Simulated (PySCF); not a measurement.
C3H7FOSi.
Atom-mapped SMILES: `[CH3:1][O:2][C@@:3]1([F:4])[CH2:5][SiH2:6]1` (hydrogens: H7, H8, H9 on C1; H10, H11 on C5; H12, H13 on Si6)

Torsions of this conformer, `[CH3:1][O:2][C@@:3]1([F:4])[CH2:5][SiH2:6]1`: C1–O2–C3–F4 -67°.

The closed-shell ground state was solved at several levels (PySCF, density fitting, gas phase, non-relativistic). Geometry: PBE0-D3(BJ)/def2-SVP, one conformer, isolated molecule.

| level | basis functions | HOMO (eV) | LUMO (eV) | gap (eV) | dipole (D) |
| --- | --- | --- | --- | --- | --- |
| CAM-B3LYP/def2-SVPD | 186 | -8.42 | 0.79 | 9.21 | 1.82 |
| wB97X-D/pcSseg-2 | 321 | -8.87 | 1.44 | 10.31 | 1.74 |

(1) Estimate the row for PBE0/pcSseg-1, a basis of 144 functions; the other rows only guide the guess.

(2) Over all these levels, which gives the widest orbital gap and which the narrowest?

(3) How far do the dipole and the HOMO energy spread over the levels?

Answers

(1) HOMO -7.03 eV, LUMO 0.05 eV, gap 7.08 eV, dipole 1.71 D.

(2) wB97X-D/pcSseg-2 (range-separated hybrid) has the widest, 10.31 eV, and PBE0/pcSseg-1 (global hybrid, 25 % exact exchange) the narrowest, 7.08 eV. Functional and basis both differ between the two, so the spread mixes both effects.

(3) The dipole runs from 1.71 to 1.82 D (mean 1.76 D) and the HOMO from -8.87 to -7.03 eV.
